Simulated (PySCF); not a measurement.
PySCF job for C2H5Cl2GeN, SMILES C/C=[N]/[GeH]([Cl])[Cl], PBE/pcSseg-1. Geometry: TPSSh-D3(BJ)/def2-SVP. The structure was generated by enumeration; whether it is a known compound was not checked. One conformer was computed; it need not be the lowest.

```python
import numpy as np
from pyscf import gto, scf, dft
from pyscf.prop.nmr import rks as nmr

mol = gto.M(
    atom='''
    C    -3.71732952   -0.32402399    0.00000000
    C    -2.33829992    0.26110086    0.00000000
    N    -1.29107881   -0.47040457    0.00000000
    Ge    0.35236941    0.37123611   -0.00000000
    Cl    1.42093293   -0.29789881   -1.74609752
    Cl    1.42093294   -0.29789881    1.74609752
    H    -4.27413324    0.02733289    0.88540411
    H    -3.66789804   -1.42065068    0.00000000
    H    -4.27413323    0.02733288   -0.88540410
    H    -2.30578193    1.37495775    0.00000000
    H     0.30573403    1.91040216    0.00000000
    ''',
    basis='pcSseg-1',
    charge=0,
    spin=0,
    max_memory=1600,
    verbose=3,
)
mf = dft.RKS(mol, xc='pbe').density_fit(auxbasis='def2-universal-jkfit')
mf.grids.level = 3
mf.conv_tol = 1e-10
mf.max_cycle = 100
mf.kernel()
n = nmr.NMR(mf)
n.verbose = 2
n.max_cycle_cphf = 60
sigma = n.kernel()
print('atom   isotropic/ppm   span/ppm')
for i, s in enumerate(sigma):
    w = np.linalg.eigvalsh((s + s.T) / 2)
    print(f'{mol.atom_symbol(i):2s}{i + 1:3d} {w.mean():14.3f} {w[2] - w[0]:11.3f}')
```

Log of the run:

```
converged SCF energy = -3130.3374585828
atom   isotropic/ppm   span/ppm
C   1        148.231      55.215
C   2         -2.182     212.068
N   3       -135.097     585.959
Ge  4       1165.315     185.569
Cl  5        807.314     305.313
Cl  6        807.314     305.313
H   7         28.887       6.630
H   8         28.964       6.846
H   9         28.887       6.630
H  10         22.557       6.685
H  11         24.649      18.412
```

Self-consistency was reached.
